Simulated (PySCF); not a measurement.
## Simulated absorption spectrum

Compound: 1-phenylphosphinan-4-one 1-sulfide, C11H13OPS.
SMILES with atom numbers: `[O:1]=[C:2]1[CH2:3][CH2:4][P:5](=[S:6])([c:7]2[cH:8][cH:9][cH:10][cH:11][cH:12]2)[CH2:13][CH2:14]1` (hydrogens: H15, H16 on C3; H17, H18 on C4; H19 on C8; H20 on C9; H21 on C10; H22 on C11; H23 on C12; H24, H25 on C13; H26, H27 on C14)

Geometry (PBE0-D3(BJ)/def2-SVP, Å), atoms numbered from 1 in this order:
```xyz
27
C11H13OPS angstrom
O      3.795    1.760    1.084
C      2.989    0.931    0.737
C      2.682    0.690   -0.732
C      1.192    0.729   -1.075
P      0.291   -0.519   -0.080
S      0.826   -2.358   -0.468
C     -1.483   -0.165   -0.272
C     -2.002    1.117   -0.045
C     -3.366    1.351   -0.196
C     -4.216    0.310   -0.572
C     -3.701   -0.966   -0.797
C     -2.336   -1.204   -0.648
C      0.754    0.045    1.602
C      2.277    0.046    1.745
H      3.244    1.433   -1.315
H      3.066   -0.314   -0.986
H      0.760    1.724   -0.877
H      1.023    0.493   -2.136
H     -1.347    1.942    0.251
H     -3.768    2.351   -0.020
H     -5.286    0.497   -0.690
H     -4.366   -1.782   -1.091
H     -1.907   -2.196   -0.820
H      0.286   -0.638    2.326
H      0.335    1.051    1.766
H      2.636   -0.987    1.587
H      2.583    0.369    2.749
```

Computed with PySCF, TDDFT CAM-B3LYP/def2-SVPD, vertical, gas phase, core orbitals frozen in the response.

Computed states:

| state | E (eV) | f |
| --- | --- | --- |
| S1 | 4.34 | 0.0001 |
| S2 | 5.11 | 0.0002 |
| S3 | 5.14 | 0.0061 |
| S4 | 5.39 | 0.014 |
| S5 | 5.68 | 0.010 |
| S6 | 5.81 | 0.024 |
| S7 | 5.86 | 0.0013 |
| S8 | 5.88 | 0.0002 |
| S9 | 5.98 | 0.030 |
| S10 | 6.02 | 0.124 |

Broadening: Gaussians 0.25 eV wide at half height, area fixed by f = 4.319×10⁻⁹ ∫ε dν̃. The width is an assumption, not a result. The curve ends short of the highest state used, and states not computed would add to its high-energy end.

(1) What does the envelope look like, and where are its maxima?

(2) On this curve, what absorbance would a 10⁻⁵ mol/L sample give at 254 nm over a 1 cm path?

(3) Coming from long wavelengths, where does ε first pass 100 L mol⁻¹ cm⁻¹?

Results:

(1) 
```json
{"λ (nm)": "228.7", "ε (L mol⁻¹ cm⁻¹)": "1515"}
{"λ (nm)": "230.7", "ε (L mol⁻¹ cm⁻¹)": "1548"}
{"λ (nm)": "232.6", "ε (L mol⁻¹ cm⁻¹)": "1403"}
{"λ (nm)": "234.6", "ε (L mol⁻¹ cm⁻¹)": "1170"}
{"λ (nm)": "236.6", "ε (L mol⁻¹ cm⁻¹)": "978"}
{"λ (nm)": "238.5", "ε (L mol⁻¹ cm⁻¹)": "872"}
{"λ (nm)": "240.5", "ε (L mol⁻¹ cm⁻¹)": "799"}
{"λ (nm)": "242.5", "ε (L mol⁻¹ cm⁻¹)": "704"}
{"λ (nm)": "244.4", "ε (L mol⁻¹ cm⁻¹)": "571"}
{"λ (nm)": "246.4", "ε (L mol⁻¹ cm⁻¹)": "407"}
{"λ (nm)": "248.3", "ε (L mol⁻¹ cm⁻¹)": "261"}
{"λ (nm)": "250.3", "ε (L mol⁻¹ cm⁻¹)": "144"}
{"λ (nm)": "252.3", "ε (L mol⁻¹ cm⁻¹)": "70"}
{"λ (nm)": "254.2", "ε (L mol⁻¹ cm⁻¹)": "32"}
{"λ (nm)": "256.2", "ε (L mol⁻¹ cm⁻¹)": "12"}
{"λ (nm)": "258.1", "ε (L mol⁻¹ cm⁻¹)": "4"}
{"λ (nm)": "260.1", "ε (L mol⁻¹ cm⁻¹)": "1"}
{"λ (nm)": "262.1", "ε (L mol⁻¹ cm⁻¹)": "0"}
{"λ (nm)": "264.0", "ε (L mol⁻¹ cm⁻¹)": "0"}
{"λ (nm)": "266.0", "ε (L mol⁻¹ cm⁻¹)": "0"}
{"λ (nm)": "268.0", "ε (L mol⁻¹ cm⁻¹)": "0"}
{"λ (nm)": "269.9", "ε (L mol⁻¹ cm⁻¹)": "0"}
{"λ (nm)": "271.9", "ε (L mol⁻¹ cm⁻¹)": "1"}
{"λ (nm)": "273.8", "ε (L mol⁻¹ cm⁻¹)": "1"}
{"λ (nm)": "275.8", "ε (L mol⁻¹ cm⁻¹)": "2"}
{"λ (nm)": "277.8", "ε (L mol⁻¹ cm⁻¹)": "4"}
{"λ (nm)": "279.7", "ε (L mol⁻¹ cm⁻¹)": "5"}
{"λ (nm)": "281.7", "ε (L mol⁻¹ cm⁻¹)": "6"}
{"λ (nm)": "283.7", "ε (L mol⁻¹ cm⁻¹)": "7"}
{"λ (nm)": "285.6", "ε (L mol⁻¹ cm⁻¹)": "8"}
{"λ (nm)": "287.6", "ε (L mol⁻¹ cm⁻¹)": "7"}
{"λ (nm)": "289.5", "ε (L mol⁻¹ cm⁻¹)": "7"}
{"λ (nm)": "291.5", "ε (L mol⁻¹ cm⁻¹)": "6"}
{"λ (nm)": "293.5", "ε (L mol⁻¹ cm⁻¹)": "4"}
{"λ (nm)": "295.4", "ε (L mol⁻¹ cm⁻¹)": "3"}
{"λ (nm)": "297.4", "ε (L mol⁻¹ cm⁻¹)": "2"}
{"λ (nm)": "299.3", "ε (L mol⁻¹ cm⁻¹)": "1"}
{"λ (nm)": "301.3", "ε (L mol⁻¹ cm⁻¹)": "1"}
{"λ (nm)": "303.3", "ε (L mol⁻¹ cm⁻¹)": "1"}
{"λ (nm)": "305.2", "ε (L mol⁻¹ cm⁻¹)": "0"}
{"λ (nm)": "307.2", "ε (L mol⁻¹ cm⁻¹)": "0"}
{"λ (nm)": "309.2", "ε (L mol⁻¹ cm⁻¹)": "0"}
{"λ (nm)": "311.1", "ε (L mol⁻¹ cm⁻¹)": "0"}
{"λ (nm)": "313.1", "ε (L mol⁻¹ cm⁻¹)": "0"}
```

Maxima: 286 nm (4.34 eV), ε about 7.6, made up of S1 (100%); 230 nm (5.39 eV), ε about 1600, made up of S4 (95%) (ε in L mol⁻¹ cm⁻¹; maxima over ε = 5, shares over 10%).

(2) 254 nm is 4.881 eV, where ε is about 35 L mol⁻¹ cm⁻¹, so A = ε c l ≈ 0.00035 (Beer–Lambert, with the gas-phase spectrum and the assumed width).

(3) At about 251 nm (4.93 eV), 0.60 eV above S1.

The run took 6.0 min wall on one thread, Arm Neoverse V1 (aarch64), no GPU, on a shared host, and the process peaked at 2.7 GiB of memory.

One conformer stands for the species.
